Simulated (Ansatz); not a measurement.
Consider the redistribution: `[OH][Al]([OH])[SiH3]` + `[CH3][Ga]([CH3])[F]` → `[OH][Al]([F])[SiH3]` + `[CH3][Ga]([CH3])[OH]`.

Isolated molecules relaxed with PBE0-D4/def2-TZVP in Ansatz; ΔE leaves out vibrations. CBS: MP2 limit from def2 TZ/QZ plus the TZ coupled-cluster correction, frozen cores. DFT in def2-TZVPP. For Ga outer-core shells are correlated without core-valence functions, which leaves a few kJ/mol of doubt a bond. Scalar relativity is left out up to krypton. One conformer a species, not always the lowest.

| level | ΔE (kJ/mol) |
| --- | --- |
| BLYP-D4 | -12.9 |
| ωB97M-V | -12.7 |

Problem. What does CCSD(T)/CBS give? (An estimate is asked.)

Solution. The calculation gave: -18.8 kJ/mol. The listed levels differ from it by 5.9, 6.1 kJ/mol.

Largest T1 diagnostic among the species: 0.013.

Leaving LDA and LC-ωPBE aside and taking each functional with its dispersion term where it has one, the values, not all of them listed here, spread over 2.9 kJ/mol, from PBE-QIDH to BHLYP-D4. In def2-TZVPP, CCSD(T) changes the Hartree–Fock value by −7.7 kJ/mol (the triples alone add −0.8 kJ/mol) and MP2 by −8.4 kJ/mol.
